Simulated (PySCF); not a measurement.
PySCF job for F3H3Si2, SMILES F[Si](F)(F)[SiH3], PBE-D3(BJ)/def2-SVP. The structure is a stationary point at PBE-D3(BJ)/def2-SVP.

```python
import numpy as np
from pyscf import gto, scf, dft, df
from pyscf.hessian import thermo

mol = gto.M(
    atom='''
    F     1.30622800    0.75415109   -1.02992874
    Si    0.00000000    0.00000000   -0.42856206
    F    -1.30622800    0.75415109   -1.02992874
    F    -0.00000000   -1.50830218   -1.02992874
    Si    0.00000000    0.00000000    1.90324084
    H     0.00000000    1.42128391    2.38752438
    H     1.23086797   -0.71064196    2.38752439
    H    -1.23086797   -0.71064196    2.38752439
    ''',
    basis='def2-SVP',
    charge=0,
    spin=0,
    max_memory=1600,
    verbose=3,
)
mf = dft.RKS(mol, xc='pbe').density_fit(auxbasis='def2-universal-jkfit')
mf.disp = 'd3bj'
mf.grids.level = 3
mf.conv_tol = 1e-11
mf.max_cycle = 100
mf.kernel()

# [left out here: the lines that compute and print the analytic Hessian (its translational invariance restored by hand, since the grid's response is missing), thermochemistry and intensities]
```

Log of the run:

```
converged SCF energy = -879.491423087866

WARN: DFTD3 does not support analytical Hessian, using finite difference


WARN: Mole.unit (angstrom) is changed to Bohr

Mode                                 0                   1                   2
Irrep
Freq [cm^-1]                       95.4988            125.7838            125.7909
Reduced mass [au]                   1.0529              6.5298              6.5298
Force const [Dyne/A]                0.0057              0.0609              0.0609
Char temp [K]                     137.4016            180.9750            180.9851
Normal mode                   x     y     z       x     y     z       x     y     z
       0   F                -0.01  0.02 -0.00   -0.01  0.02 -0.08   -0.01  0.01  0.13
       1  Si                 0.00 -0.00  0.00    0.00  0.06  0.00   -0.06  0.00  0.00
       2   F                -0.01 -0.02  0.00    0.01  0.02 -0.07   -0.00 -0.01 -0.13
       3   F                 0.03  0.00 -0.00    0.00 -0.00  0.15   -0.03 -0.00  0.00
       4  Si                -0.00  0.00 -0.00   -0.00 -0.07 -0.00    0.07 -0.00 -0.00
       5   H                 0.56  0.00 -0.00   -0.00 -0.13  0.19    0.14 -0.00  0.00
       6   H                -0.28 -0.49  0.00   -0.01 -0.14 -0.09    0.14  0.00 -0.17
       7   H                -0.28  0.49 -0.00    0.00 -0.14 -0.10    0.14 -0.01  0.16
Mode                                 3                   4                   5
Irrep
Freq [cm^-1]                      283.2709            283.2714            284.3267
Reduced mass [au]                  12.2359             12.2341             11.8798
Force const [Dyne/A]                0.5785              0.5784              0.5658
Char temp [K]                     407.5637            407.5645            409.0828
Normal mode                   x     y     z       x     y     z       x     y     z
       0   F                -0.03 -0.09 -0.01    0.10 -0.10  0.01   -0.03 -0.02 -0.08
       1  Si                -0.07 -0.00  0.00   -0.00  0.07 -0.00    0.00  0.00  0.02
       2   F                -0.02  0.11  0.01   -0.10 -0.08  0.01    0.03 -0.02 -0.08
       3   F                 0.15 -0.00  0.00    0.01  0.08 -0.01   -0.00  0.04 -0.08
       4  Si                -0.00 -0.00  0.00   -0.00  0.00 -0.00    0.00  0.00  0.13
       5   H                 0.05  0.00 -0.01    0.00 -0.04  0.13   -0.00  0.00  0.12
       6   H                 0.05  0.00 -0.11    0.00 -0.05 -0.07    0.00 -0.00  0.12
       7   H                 0.04  0.00  0.12    0.00 -0.05 -0.06   -0.00 -0.00  0.12
Mode                                 6                   7                   8
Irrep
Freq [cm^-1]                      475.2710            510.8984            510.9134
Reduced mass [au]                  12.8573              1.2349              1.2349
Force const [Dyne/A]                1.7111              0.1899              0.1899
Char temp [K]                     683.8092            735.0690            735.0906
Normal mode                   x     y     z       x     y     z       x     y     z
       0   F                -0.07 -0.04 -0.01    0.02 -0.00 -0.01   -0.02 -0.02  0.03
       1  Si                -0.00  0.00  0.12    0.00  0.03  0.00   -0.03  0.00  0.00
       2   F                 0.07 -0.04 -0.01   -0.02 -0.00 -0.01   -0.02  0.02 -0.03
       3   F                 0.00  0.08 -0.01   -0.00  0.03  0.03    0.01  0.00  0.00
       4  Si                 0.00  0.00 -0.08   -0.00 -0.07  0.00    0.07 -0.00 -0.00
       5   H                 0.00  0.01 -0.11    0.00  0.17 -0.66   -0.26  0.00 -0.00
       6   H                 0.01 -0.00 -0.11    0.04  0.24  0.33   -0.20 -0.04  0.57
       7   H                -0.01 -0.00 -0.11   -0.04  0.24  0.33   -0.20  0.04 -0.57
Mode                                 9                  10                  11
Irrep
Freq [cm^-1]                      790.5219            859.7508            889.5792
Reduced mass [au]                   2.3418              1.9214              1.0758
Force const [Dyne/A]                0.8622              0.8368              0.5016
Char temp [K]                    1137.3851           1236.9900           1279.9064
Normal mode                   x     y     z       x     y     z       x     y     z
       0   F                 0.07  0.04 -0.03   -0.05 -0.03  0.03   -0.01 -0.01  0.01
       1  Si                 0.00  0.00  0.08   -0.00 -0.00 -0.08   -0.00  0.02 -0.00
       2   F                -0.07  0.04 -0.03    0.05 -0.03  0.03    0.01 -0.01  0.01
       3   F                -0.00 -0.08 -0.03    0.00  0.06  0.03   -0.00 -0.03 -0.01
       4  Si                -0.00  0.00  0.03    0.00  0.00  0.05    0.00 -0.03 -0.00
       5   H                 0.00  0.12 -0.35   -0.00  0.14 -0.38   -0.00 -0.12  0.29
       6   H                 0.10 -0.06 -0.35    0.12 -0.07 -0.38    0.36  0.51 -0.15
       7   H                -0.10 -0.06 -0.35   -0.12 -0.07 -0.38   -0.36  0.51 -0.15
Mode                                12                  13                  14
Irrep
Freq [cm^-1]                      889.5804            941.4795            941.4821
Reduced mass [au]                   1.0758             11.5992             11.5997
Force const [Dyne/A]                0.5016              6.0576              6.0579
Char temp [K]                    1279.9082           1354.5794           1354.5831
Normal mode                   x     y     z       x     y     z       x     y     z
       0   F                -0.02 -0.01  0.01   -0.04 -0.03  0.02   -0.10 -0.05  0.04
       1  Si                 0.02  0.00 -0.00   -0.01  0.13 -0.00    0.13  0.01 -0.00
       2   F                -0.02  0.01 -0.01    0.06 -0.04  0.03   -0.09  0.05 -0.04
       3   F                 0.00 -0.00 -0.00    0.00 -0.12 -0.05   -0.00 -0.01 -0.00
       4  Si                -0.03 -0.00  0.00   -0.00  0.00  0.00    0.00  0.00  0.00
       5   H                 0.72 -0.00  0.00    0.01  0.04 -0.10   -0.14  0.00 -0.01
       6   H                 0.09  0.37  0.25   -0.07 -0.09  0.06   -0.01 -0.08 -0.08
       7   H                 0.09 -0.36 -0.25    0.08 -0.10  0.04    0.00  0.07  0.09
Mode                                15                  16                  17
Irrep
Freq [cm^-1]                     2172.8661           2191.6582           2191.6605
Reduced mass [au]                   1.0180              1.0519              1.0519
Force const [Dyne/A]                2.8318              2.9770              2.9770
Char temp [K]                    3126.2705           3153.3081           3153.3114
Normal mode                   x     y     z       x     y     z       x     y     z
       0   F                -0.00 -0.00  0.00   -0.00 -0.00  0.00   -0.00 -0.00  0.00
       1  Si                 0.00  0.00 -0.00    0.00 -0.00 -0.00    0.00  0.00  0.00
       2   F                 0.00 -0.00  0.00   -0.00  0.00 -0.00    0.00 -0.00  0.00
       3   F                -0.00  0.00  0.00   -0.00  0.00  0.00   -0.00 -0.00 -0.00
       4  Si                 0.00  0.00  0.02    0.04 -0.00  0.00    0.00  0.04 -0.00
       5   H                 0.00 -0.54 -0.18    0.01  0.00  0.00    0.00 -0.75 -0.26
       6   H                -0.47  0.27 -0.18   -0.56  0.33 -0.23    0.33 -0.18  0.13
       7   H                 0.47  0.27 -0.18   -0.56 -0.33  0.23   -0.33 -0.18  0.13
temperature 298.1500 [K]
pressure 101325.00 [Pa]
Rotational constants [GHz] 3.72228 2.00866 2.00866
Symmetry number 3
Zero-point energy (ZPE) 0.03318 [Eh]   87109.696 [J/mol]
                           tot       elec      trans        rot        vib
Entropy [J/mol/K]       344.913      0.000    168.051    105.765     71.097
Cv [J/mol/K]             99.575      0.000     12.472     12.472     74.631
Cp [J/mol/K]            107.889      0.000     20.786     12.472     74.631
Internal energy [J/mol]                      3718.434   3718.434  98829.841
Internal energy [Eh]   -879.45095  -879.49142
Enthalpy [J/mol]                             6197.391   3718.434  98829.841
Enthalpy [Eh]          -879.45000
Gibbs free energy [J/mol]                  -43907.149 -27815.329  77632.318
Gibbs free energy [Eh] -879.48917
mode   freq/cm-1   IR/(km/mol)
   1       95.50         0.000
   2      125.78         1.266
   3      125.79         1.266
   4      283.27        14.180
   5      283.27        14.181
   6      284.33        40.222
   7      475.27        51.826
   8      510.90         8.443
   9      510.91         8.448
  10      790.52       302.030
  11      859.75         0.038
  12      889.58         9.732
  13      889.58         9.732
  14      941.48       143.216
  15      941.48       143.228
  16     2172.87        23.111
  17     2191.66        56.602
  18     2191.66        56.595
max |gradient| / (hartree/bohr): 0.00010432257718293289
APT charges: [-0.6024  1.7488 -0.6024 -0.6024  0.6151 -0.1856 -0.1856 -0.1856]
```

The run converged.
